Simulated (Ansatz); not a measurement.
# Molecular dynamics of FH6N3Ti

input.yaml

```yaml
crystal:
  periodic: [false, false, false]
  atoms:
    - { symbol: Ti, position_ang: [0.022259, -0.01604, -0.029188] }
    - { symbol: F, position_ang: [0.107463, -0.076984, 1.734974] }
    - { symbol: "N", position_ang: [1.737101, -0.024694, -0.767686] }
    - { symbol: H, position_ang: [2.488491, -0.605542, -0.438441] }
    - { symbol: H, position_ang: [2.06759, 0.602589, -1.477796] }
    - { symbol: "N", position_ang: [-0.852335, 1.536812, -0.586176] }
    - { symbol: H, position_ang: [-1.591093, 1.579433, -1.263945] }
    - { symbol: H, position_ang: [-0.705977, 2.441426, -0.172886] }
    - { symbol: "N", position_ang: [-0.910721, -1.492811, -0.689024] }
    - { symbol: H, position_ang: [-1.7479, -1.860382, -0.271364] }
    - { symbol: H, position_ang: [-0.608578, -2.083808, -1.441668] }
basis:
  gaussian: { orbitals: def2-SVP }
hamiltonian:
  xc: hf
md:
  timestep: 0.5
  n_steps: 166
  ensemble: nve
  temperature: 2000.0
  initial_velocities: maxwell_boltzmann
  seed: 351194
```

Launched with:

```bash
$ ansatz run input.yaml --threads 4 --pin off --max-ram 5120MiB --backend cpu --events-out ev --progress --plain --runs-dir out
```

It starts from a relaxed structure.

Output, in part (one step line in 2, the closing report, with atoms numbered from 0):

```
md step     0: t =     0.00 fs  T =  2000.0 K  F+E_penalty+E_count = -30327.24504569 eV  E_kin = 2.326680 eV  conserved = -30324.91836571 eV  (42 SCF iters)
md step     2: t =     1.00 fs  T =  1896.8 K  F+E_penalty+E_count = -30327.12237950 eV  E_kin = 2.206672 eV  conserved = -30324.91570778 eV  (42 SCF iters)
md step     4: t =     2.00 fs  T =  1701.4 K  F+E_penalty+E_count = -30326.89196551 eV  E_kin = 1.979281 eV  conserved = -30324.91268473 eV  (42 SCF iters)
md step     6: t =     3.00 fs  T =  1562.9 K  F+E_penalty+E_count = -30326.73132943 eV  E_kin = 1.818185 eV  conserved = -30324.91314416 eV  (42 SCF iters)
md step     8: t =     4.00 fs  T =  1470.0 K  F+E_penalty+E_count = -30326.62563996 eV  E_kin = 1.710081 eV  conserved = -30324.91555941 eV  (41 SCF iters)
md step    10: t =     5.00 fs  T =  1311.4 K  F+E_penalty+E_count = -30326.44199964 eV  E_kin = 1.525644 eV  conserved = -30324.91635609 eV  (41 SCF iters)
md step    12: t =     6.00 fs  T =  1068.2 K  F+E_penalty+E_count = -30326.15518443 eV  E_kin = 1.242672 eV  conserved = -30324.91251234 eV  (42 SCF iters)
md step    14: t =     7.00 fs  T =   918.7 K  F+E_penalty+E_count = -30325.97922270 eV  E_kin = 1.068759 eV  conserved = -30324.91046365 eV  (41 SCF iters)
md step    16: t =     8.00 fs  T =   943.8 K  F+E_penalty+E_count = -30326.01281520 eV  E_kin = 1.097909 eV  conserved = -30324.91490635 eV  (41 SCF iters)
md step    18: t =     9.00 fs  T =   951.4 K  F+E_penalty+E_count = -30326.02351054 eV  E_kin = 1.106844 eV  conserved = -30324.91666651 eV  (41 SCF iters)
md step    20: t =    10.00 fs  T =   846.1 K  F+E_penalty+E_count = -30325.89808345 eV  E_kin = 0.984284 eV  conserved = -30324.91379957 eV  (68 SCF iters)
md step    22: t =    11.00 fs  T =   748.9 K  F+E_penalty+E_count = -30325.78292408 eV  E_kin = 0.871182 eV  conserved = -30324.91174227 eV  (41 SCF iters)
md step    24: t =    12.00 fs  T =   758.5 K  F+E_penalty+E_count = -30325.79549846 eV  E_kin = 0.882407 eV  conserved = -30324.91309177 eV  (41 SCF iters)
md step    26: t =    13.00 fs  T =   813.3 K  F+E_penalty+E_count = -30325.86191556 eV  E_kin = 0.946108 eV  conserved = -30324.91580709 eV  (41 SCF iters)
md step    28: t =    14.00 fs  T =   789.7 K  F+E_penalty+E_count = -30325.83438440 eV  E_kin = 0.918725 eV  conserved = -30324.91565899 eV  (41 SCF iters)
md step    30: t =    15.00 fs  T =   711.4 K  F+E_penalty+E_count = -30325.73919750 eV  E_kin = 0.827645 eV  conserved = -30324.91155294 eV  (42 SCF iters)
md step    32: t =    16.00 fs  T =   756.7 K  F+E_penalty+E_count = -30325.79207302 eV  E_kin = 0.880248 eV  conserved = -30324.91182509 eV  (42 SCF iters)
md step    34: t =    17.00 fs  T =   912.7 K  F+E_penalty+E_count = -30325.97779464 eV  E_kin = 1.061741 eV  conserved = -30324.91605333 eV  (42 SCF iters)
md step    36: t =    18.00 fs  T =   990.9 K  F+E_penalty+E_count = -30326.06896341 eV  E_kin = 1.152803 eV  conserved = -30324.91616024 eV  (41 SCF iters)
md step    38: t =    19.00 fs  T =   973.8 K  F+E_penalty+E_count = -30326.04599221 eV  E_kin = 1.132906 eV  conserved = -30324.91308644 eV  (44 SCF iters)
md step    40: t =    20.00 fs  T =   998.0 K  F+E_penalty+E_count = -30326.07327731 eV  E_kin = 1.161021 eV  conserved = -30324.91225679 eV  (44 SCF iters)
md step    42: t =    21.00 fs  T =  1104.7 K  F+E_penalty+E_count = -30326.19981305 eV  E_kin = 1.285155 eV  conserved = -30324.91465796 eV  (44 SCF iters)
md step    44: t =    22.00 fs  T =  1180.5 K  F+E_penalty+E_count = -30326.29016520 eV  E_kin = 1.373286 eV  conserved = -30324.91687955 eV  (44 SCF iters)
md step    46: t =    23.00 fs  T =  1122.7 K  F+E_penalty+E_count = -30326.22151225 eV  E_kin = 1.306077 eV  conserved = -30324.91543536 eV  (44 SCF iters)
md step    48: t =    24.00 fs  T =  1006.1 K  F+E_penalty+E_count = -30326.08231613 eV  E_kin = 1.170492 eV  conserved = -30324.91182386 eV  (45 SCF iters)
md step    50: t =    25.00 fs  T =   986.4 K  F+E_penalty+E_count = -30326.06051837 eV  E_kin = 1.147573 eV  conserved = -30324.91294559 eV  (44 SCF iters)
md step    52: t =    26.00 fs  T =  1019.2 K  F+E_penalty+E_count = -30326.10164613 eV  E_kin = 1.185666 eV  conserved = -30324.91598041 eV  (76 SCF iters)
md step    54: t =    27.00 fs  T =   967.3 K  F+E_penalty+E_count = -30326.04061294 eV  E_kin = 1.125283 eV  conserved = -30324.91533033 eV  (45 SCF iters)
md step    56: t =    28.00 fs  T =   855.3 K  F+E_penalty+E_count = -30325.90740689 eV  E_kin = 0.994994 eV  conserved = -30324.91241255 eV  (47 SCF iters)
md step    58: t =    29.00 fs  T =   816.9 K  F+E_penalty+E_count = -30325.86219819 eV  E_kin = 0.950358 eV  conserved = -30324.91184063 eV  (46 SCF iters)
md step    60: t =    30.00 fs  T =   880.7 K  F+E_penalty+E_count = -30325.93901891 eV  E_kin = 1.024516 eV  conserved = -30324.91450331 eV  (48 SCF iters)
md step    62: t =    31.00 fs  T =   925.1 K  F+E_penalty+E_count = -30325.99283551 eV  E_kin = 1.076163 eV  conserved = -30324.91667244 eV  (45 SCF iters)
md step    64: t =    32.00 fs  T =   854.8 K  F+E_penalty+E_count = -30325.90939913 eV  E_kin = 0.994438 eV  conserved = -30324.91496134 eV  (47 SCF iters)
md step    66: t =    33.00 fs  T =   756.2 K  F+E_penalty+E_count = -30325.79131949 eV  E_kin = 0.879706 eV  conserved = -30324.91161327 eV  (47 SCF iters)
md step    68: t =    34.00 fs  T =   775.1 K  F+E_penalty+E_count = -30325.81434458 eV  E_kin = 0.901663 eV  conserved = -30324.91268155 eV  (46 SCF iters)
md step    70: t =    35.00 fs  T =   862.8 K  F+E_penalty+E_count = -30325.91946340 eV  E_kin = 1.003767 eV  conserved = -30324.91569609 eV  (46 SCF iters)
md step    72: t =    36.00 fs  T =   872.9 K  F+E_penalty+E_count = -30325.93104953 eV  E_kin = 1.015460 eV  conserved = -30324.91558931 eV  (45 SCF iters)
md step    74: t =    37.00 fs  T =   800.2 K  F+E_penalty+E_count = -30325.84345429 eV  E_kin = 0.930881 eV  conserved = -30324.91257310 eV  (47 SCF iters)
md step    76: t =    38.00 fs  T =   778.4 K  F+E_penalty+E_count = -30325.81690332 eV  E_kin = 0.905549 eV  conserved = -30324.91135478 eV  (46 SCF iters)
md step    78: t =    39.00 fs  T =   863.2 K  F+E_penalty+E_count = -30325.91833763 eV  E_kin = 1.004238 eV  conserved = -30324.91410009 eV  (46 SCF iters)
md step    80: t =    40.00 fs  T =   936.3 K  F+E_penalty+E_count = -30326.00579349 eV  E_kin = 1.089223 eV  conserved = -30324.91657019 eV  (46 SCF iters)
md step    82: t =    41.00 fs  T =   893.2 K  F+E_penalty+E_count = -30325.95392870 eV  E_kin = 1.039042 eV  conserved = -30324.91488675 eV  (47 SCF iters)
md step    84: t =    42.00 fs  T =   821.7 K  F+E_penalty+E_count = -30325.86745009 eV  E_kin = 0.955936 eV  conserved = -30324.91151406 eV  (45 SCF iters)
md step    86: t =    43.00 fs  T =   873.3 K  F+E_penalty+E_count = -30325.92867685 eV  E_kin = 1.015970 eV  conserved = -30324.91270708 eV  (73 SCF iters)
md step    88: t =    44.00 fs  T =   995.0 K  F+E_penalty+E_count = -30326.07370743 eV  E_kin = 1.157521 eV  conserved = -30324.91618609 eV  (44 SCF iters)
md step    90: t =    45.00 fs  T =  1023.2 K  F+E_penalty+E_count = -30326.10655125 eV  E_kin = 1.190321 eV  conserved = -30324.91623052 eV  (44 SCF iters)
md step    92: t =    46.00 fs  T =   948.8 K  F+E_penalty+E_count = -30326.01695903 eV  E_kin = 1.103788 eV  conserved = -30324.91317093 eV  (44 SCF iters)
md step    94: t =    47.00 fs  T =   915.4 K  F+E_penalty+E_count = -30325.97646256 eV  E_kin = 1.064897 eV  conserved = -30324.91156589 eV  (44 SCF iters)
md step    96: t =    48.00 fs  T =   995.1 K  F+E_penalty+E_count = -30326.07205590 eV  E_kin = 1.157697 eV  conserved = -30324.91435912 eV  (44 SCF iters)
md step    98: t =    49.00 fs  T =  1059.8 K  F+E_penalty+E_count = -30326.15024884 eV  E_kin = 1.232904 eV  conserved = -30324.91734450 eV  (42 SCF iters)
md step   100: t =    50.00 fs  T =   975.9 K  F+E_penalty+E_count = -30326.05072465 eV  E_kin = 1.135331 eV  conserved = -30324.91539317 eV  (42 SCF iters)
md step   102: t =    51.00 fs  T =   835.8 K  F+E_penalty+E_count = -30325.88379631 eV  E_kin = 0.972289 eV  conserved = -30324.91150716 eV  (43 SCF iters)
md step   104: t =    52.00 fs  T =   809.6 K  F+E_penalty+E_count = -30325.85463931 eV  E_kin = 0.941847 eV  conserved = -30324.91279248 eV  (42 SCF iters)
md step   106: t =    53.00 fs  T =   845.5 K  F+E_penalty+E_count = -30325.89963330 eV  E_kin = 0.983575 eV  conserved = -30324.91605830 eV  (42 SCF iters)
md step   108: t =    54.00 fs  T =   795.5 K  F+E_penalty+E_count = -30325.84089672 eV  E_kin = 0.925408 eV  conserved = -30324.91548831 eV  (42 SCF iters)
md step   110: t =    55.00 fs  T =   682.9 K  F+E_penalty+E_count = -30325.70665008 eV  E_kin = 0.794402 eV  conserved = -30324.91224815 eV  (42 SCF iters)
md step   112: t =    56.00 fs  T =   666.0 K  F+E_penalty+E_count = -30325.68534621 eV  E_kin = 0.774744 eV  conserved = -30324.91060219 eV  (42 SCF iters)
md step   114: t =    57.00 fs  T =   814.1 K  F+E_penalty+E_count = -30325.86121870 eV  E_kin = 0.947092 eV  conserved = -30324.91412638 eV  (41 SCF iters)
md step   116: t =    58.00 fs  T =   964.6 K  F+E_penalty+E_count = -30326.03991450 eV  E_kin = 1.122197 eV  conserved = -30324.91771761 eV  (42 SCF iters)
md step   118: t =    59.00 fs  T =   961.3 K  F+E_penalty+E_count = -30326.03345961 eV  E_kin = 1.118270 eV  conserved = -30324.91518987 eV  (42 SCF iters)
md step   120: t =    60.00 fs  T =   919.2 K  F+E_penalty+E_count = -30325.98085738 eV  E_kin = 1.069398 eV  conserved = -30324.91145898 eV  (41 SCF iters)
md step   122: t =    61.00 fs  T =  1004.5 K  F+E_penalty+E_count = -30326.08209439 eV  E_kin = 1.168631 eV  conserved = -30324.91346321 eV  (42 SCF iters)
md step   124: t =    62.00 fs  T =  1136.5 K  F+E_penalty+E_count = -30326.23875368 eV  E_kin = 1.322179 eV  conserved = -30324.91657424 eV  (42 SCF iters)
md step   126: t =    63.00 fs  T =  1167.2 K  F+E_penalty+E_count = -30326.27393675 eV  E_kin = 1.357895 eV  conserved = -30324.91604132 eV  (42 SCF iters)
md step   128: t =    64.00 fs  T =  1115.4 K  F+E_penalty+E_count = -30326.21053282 eV  E_kin = 1.297535 eV  conserved = -30324.91299785 eV  (42 SCF iters)
md step   130: t =    65.00 fs  T =  1129.7 K  F+E_penalty+E_count = -30326.22527720 eV  E_kin = 1.314278 eV  conserved = -30324.91099963 eV  (42 SCF iters)
md step   132: t =    66.00 fs  T =  1291.5 K  F+E_penalty+E_count = -30326.41689989 eV  E_kin = 1.502469 eV  conserved = -30324.91443094 eV  (42 SCF iters)
md step   134: t =    67.00 fs  T =  1446.1 K  F+E_penalty+E_count = -30326.60018275 eV  E_kin = 1.682354 eV  conserved = -30324.91782828 eV  (43 SCF iters)
md step   136: t =    68.00 fs  T =  1448.7 K  F+E_penalty+E_count = -30326.60032230 eV  E_kin = 1.685276 eV  conserved = -30324.91504612 eV  (43 SCF iters)
md step   138: t =    69.00 fs  T =  1421.8 K  F+E_penalty+E_count = -30326.56600537 eV  E_kin = 1.654063 eV  conserved = -30324.91194280 eV  (43 SCF iters)
md step   140: t =    70.00 fs  T =  1503.7 K  F+E_penalty+E_count = -30326.66361436 eV  E_kin = 1.749349 eV  conserved = -30324.91426530 eV  (44 SCF iters)
md step   142: t =    71.00 fs  T =  1593.6 K  F+E_penalty+E_count = -30326.77089351 eV  E_kin = 1.853850 eV  conserved = -30324.91704371 eV  (44 SCF iters)
md step   144: t =    72.00 fs  T =  1550.5 K  F+E_penalty+E_count = -30326.72001450 eV  E_kin = 1.803791 eV  conserved = -30324.91622345 eV  (43 SCF iters)
md step   146: t =    73.00 fs  T =  1401.0 K  F+E_penalty+E_count = -30326.54291309 eV  E_kin = 1.629789 eV  conserved = -30324.91312375 eV  (45 SCF iters)
md step   148: t =    74.00 fs  T =  1288.1 K  F+E_penalty+E_count = -30326.40993195 eV  E_kin = 1.498464 eV  conserved = -30324.91146772 eV  (46 SCF iters)
md step   150: t =    75.00 fs  T =  1275.9 K  F+E_penalty+E_count = -30326.39887499 eV  E_kin = 1.484262 eV  conserved = -30324.91461303 eV  (47 SCF iters)
md step   152: t =    76.00 fs  T =  1227.2 K  F+E_penalty+E_count = -30326.34447650 eV  E_kin = 1.427640 eV  conserved = -30324.91683668 eV  (47 SCF iters)
md step   154: t =    77.00 fs  T =  1052.5 K  F+E_penalty+E_count = -30326.13816523 eV  E_kin = 1.224400 eV  conserved = -30324.91376525 eV  (47 SCF iters)
md step   156: t =    78.00 fs  T =   892.7 K  F+E_penalty+E_count = -30325.94977578 eV  E_kin = 1.038523 eV  conserved = -30324.91125304 eV  (47 SCF iters)
md step   158: t =    79.00 fs  T =   863.9 K  F+E_penalty+E_count = -30325.91868947 eV  E_kin = 1.005006 eV  conserved = -30324.91368372 eV  (48 SCF iters)
md step   160: t =    80.00 fs  T =   861.4 K  F+E_penalty+E_count = -30325.91829711 eV  E_kin = 1.002156 eV  conserved = -30324.91614135 eV  (48 SCF iters)
md step   162: t =    81.00 fs  T =   764.4 K  F+E_penalty+E_count = -30325.80437579 eV  E_kin = 0.889234 eV  conserved = -30324.91514146 eV  (47 SCF iters)
md step   164: t =    82.00 fs  T =   614.8 K  F+E_penalty+E_count = -30325.62757543 eV  E_kin = 0.715237 eV  conserved = -30324.91233834 eV  (48 SCF iters)
md step   166: t =    83.00 fs  T =   550.2 K  F+E_penalty+E_count = -30325.55119402 eV  E_kin = 0.640096 eV  conserved = -30324.91109794 eV  (75 SCF iters)
Total energy: -30325.55119402 eV, -1114.4434509832 hartree
Atom 0 at     0.097031     0.055063    -0.033368 Å, force    -2.769446    -0.412298    -0.070786 eV/Å
Atom 1 at     0.073272    -0.256433     1.796777 Å, force     0.182305     0.645121    -2.591705 eV/Å
Atom 2 at     1.891197    -0.011407    -0.681775 Å, force    -0.008629    -0.327210    -0.320098 eV/Å
Atom 3 at     2.739239     0.051264    -0.093679 Å, force    -1.093434    -0.102066    -0.647001 eV/Å
Atom 4 at     2.169724    -0.286862    -1.648491 Å, force    -0.502144     0.545634     1.481081 eV/Å
Atom 5 at    -1.002145     1.581787    -0.736311 Å, force     0.423766    -0.873328     0.940495 eV/Å
Atom 6 at    -2.056321     1.529713    -0.673710 Å, force     2.252764     0.139340    -0.191101 eV/Å
Atom 7 at    -0.674880     2.523614    -1.024246 Å, force    -0.592612    -1.408011     0.419378 eV/Å
Atom 8 at    -1.170650    -1.516945    -0.711040 Å, force     2.154394     2.177735     2.899452 eV/Å
Atom 9 at    -0.941367    -2.205442    -0.000252 Å, force    -0.831087     0.182476     0.882422 eV/Å
Atom 10 at    -0.687771    -2.007071    -1.393693 Å, force     0.784124    -0.567392    -2.802138 eV/Å
Dipole moment:     0.644817     0.119294    -0.432524 e Å
```

The run went to its last step. The conserved energy stayed within 0.72 meV per atom of its start (net change 0.66 meV per atom), so the integration is sound. Over the second half the temperature averaged 0.52 of the 2000 K drawn at the start: a run that starts near a minimum puts about half its kinetic energy into the potential. A run of 0.083 ps of so small a system gives no equilibrium averages.

The same pairs are bonded in the first frame and the last. Pairs count as bonded within 1.25 times the sum of covalent radii (0.12 Å more for H–H).

Last frame:

```xyz
11
Properties=species:S:1:pos:R:3
Ti 0.097 0.055 -0.033
F 0.073 -0.256 1.797
N 1.891 -0.011 -0.682
H 2.739 0.051 -0.094
H 2.170 -0.287 -1.649
N -1.002 1.582 -0.736
H -2.056 1.530 -0.674
H -0.675 2.524 -1.024
N -1.171 -1.517 -0.711
H -0.941 -2.205 0.000
H -0.688 -2.007 -1.394
```

Time of the run: 3.1 min on 4 threads of Arm Neoverse V2 (shared host), peak memory 0.34 GiB.
